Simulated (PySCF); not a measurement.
Computed IR spectrum (relative IR intensity) of a molecule C2H6BFO2. Geometry: B3LYP-D3(BJ)/def2-SVP. Other conformers were not sampled. Calculation: B3LYP-D3(BJ)/def2-SVP in PySCF. Harmonic, unscaled wavenumbers; measured fundamentals usually lie a few per cent lower.

| ν (cm⁻¹) | relative intensity |
|---|---|
| 104 | 2.4 |
| 220 | 31 |
| 269 | 83 |
| 276 | 7.7 |
| 349 | 5.0 |
| 770 | 11 |
| 912 | 16 |
| 1018 | 100 |
| 1094 | 13 |
| 1125 | 15 |
| 1206 | 28 |
| 1328 | 36 |
| 1345 | 83 |
| 1386 | 36 |
| 1412 | 5.5 |
| 1446 | 11 |
| 2895 | 46 |
| 3045 | 17 |
| 3815 | 34 |

Question: Which structure fits?
A) COB(F)OC
B) OCB(F)CO
C) C[C@@H](O)B(O)F
D) C[C@@H](F)B(O)O

Answer: B, OCB(F)CO
